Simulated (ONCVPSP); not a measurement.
## Scattering properties, ONCV potential for O

| Item | Value |
| --- | --- |
| Element | O |
| Generator | ONCVPSP 4.0.1 |
| Type | optimised norm-conserving Vanderbilt (ONCV) |
| Functional | PBE |
| Relativity | scalar-relativistic |
| Frozen core | none |
| Valence charge | 8 |
| Reference configuration | 1s2 2s2 2p4 |
| Partial waves | 1s+2s: rc 0.40 bohr, ncon 3, nbas 8, qcut 22.8 1/bohr, 2 projectors; 2p: rc 1.00 bohr, ncon 5, nbas 10, qcut 8.2 1/bohr, 2 projectors, debl 0.7 Ha |
| Local potential | polynomial inside 0.30 bohr (lpopt 1, dvloc0 2 Ha) |
| Core correction | none |

The phase is arctan(r·R′/R) of the radial function R(r), unwrapped; energies in Ha, scanned from -12 to 5 Ha. A pole is an energy at which the radial function vanishes at the test radius. The pseudo phase is shifted by a multiple of π to meet the all-electron one at the reference energy, and phase errors are pseudo minus all-electron; the curves can meet again beyond the range given. Levels narrower than the energy grid can be missing from the lists of poles.

Question: For each channel, where are the poles, and over which energies does the pseudopotential scatter like the atom?

Answer:

```
channel  radius (bohr)  reference energy (Ha)  poles, all-electron  poles, pseudo  unbroken range about the reference energy with phases within 0.05 rad  phase error 1 Ha above the reference energy (rad)
      s           0.41                  -0.88                 none           none                                                        the whole range                                             +0.000
      p           1.01                  -0.33                 2.60           2.60                                                        the whole range                                             -0.000
```

Phases in the p channel:

```tsv
E (Ha)	all-electron	pseudo
-11.96	1.308	1.308
-11.52	1.301	1.301
-11.08	1.294	1.293
-10.64	1.286	1.285
-10.20	1.278	1.277
-9.76	1.268	1.268
-9.32	1.258	1.257
-8.88	1.247	1.246
-8.44	1.234	1.234
-8.00	1.220	1.220
-7.56	1.205	1.204
-7.12	1.187	1.187
-6.68	1.167	1.167
-6.24	1.144	1.143
-5.80	1.117	1.117
-5.36	1.085	1.085
-4.92	1.047	1.046
-4.48	0.999	0.998
-4.04	0.939	0.939
-3.60	0.862	0.861
-3.16	0.759	0.758
-2.72	0.617	0.617
-2.28	0.419	0.419
-1.84	0.148	0.147
-1.40	-0.189	-0.189
-0.96	-0.532	-0.533
-0.52	-0.819	-0.819
-0.08	-1.031	-1.031
0.36	-1.185	-1.185
0.80	-1.298	-1.298
1.24	-1.385	-1.386
1.68	-1.456	-1.456
2.12	-1.514	-1.515
2.56	-1.566	-1.567
3.00	-1.613	-1.614
3.44	-1.658	-1.660
3.88	-1.703	-1.707
4.32	-1.749	-1.756
4.76	-1.799	-1.812
```
